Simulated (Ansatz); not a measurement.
Consider the ligand exchange at a Ga–N bond: `C[NH][Ga]([F])[F]` + HCl → `[F][Ga]([F])[Cl]` + CH₃NH₂.

Computed with Ansatz on PBE0-D4/def2-TZVP structures; ΔE is electronic, products minus reactants. CCSD(T)/CBS adds triple-zeta CCSD(T) − MP2 to the extrapolated MP2 energy (def2 sets, frozen cores). This one scheme is used for every species. Functionals use def2-TZVPP. For Ga outer-core shells are correlated without core-valence functions, which leaves a few kJ/mol of doubt a bond. Scalar relativity is left out up to krypton. Each species was taken in one conformer, which may not be the lowest.

CCSD(T)/CBS gives -55.9 kJ/mol.

Task: Another level gave -67.0 kJ/mol. Which?
A. LDA (SPW92)/def2-TZVPP
B. HF/def2-TZVPP
C. CAM-B3LYP/def2-TZVPP
D. r2SCANh/def2-TZVPP

Result: D. r2SCANh -67.0, CAM-B3LYP -60.9, LDA (SPW92) -51.4, HF/def2-TZVPP -78.4 kJ/mol.

Task: What do rigid-rotor, harmonic-oscillator terms from PBE0-D4/def2-TZVP frequencies (298.15 K, 1 bar) make of the CCSD(T)/CBS value? (Estimate.)

Result: Computed: ΔZPE = +11.7 kJ/mol, ΔH = -47.2 kJ/mol, ΔS = 8 J/(mol·K), ΔG = -49.5 kJ/mol.

Largest T1 diagnostic among the species: 0.014.

The D4 term adds +4.1 kJ/mol with B3LYP and +2.3 kJ/mol with PBE0; it sums over pairs of atoms, weighted by their polarisabilities, and B3LYP, whose exchange is more repulsive, gets the larger term. From BLYP to BHLYP (50 % exact exchange), in def2-TZVPP and without D4, ΔE moves by −4.6 kJ/mol.

B3LYP here is the variant with VWN-RPA as its local correlation; programs differ in this.
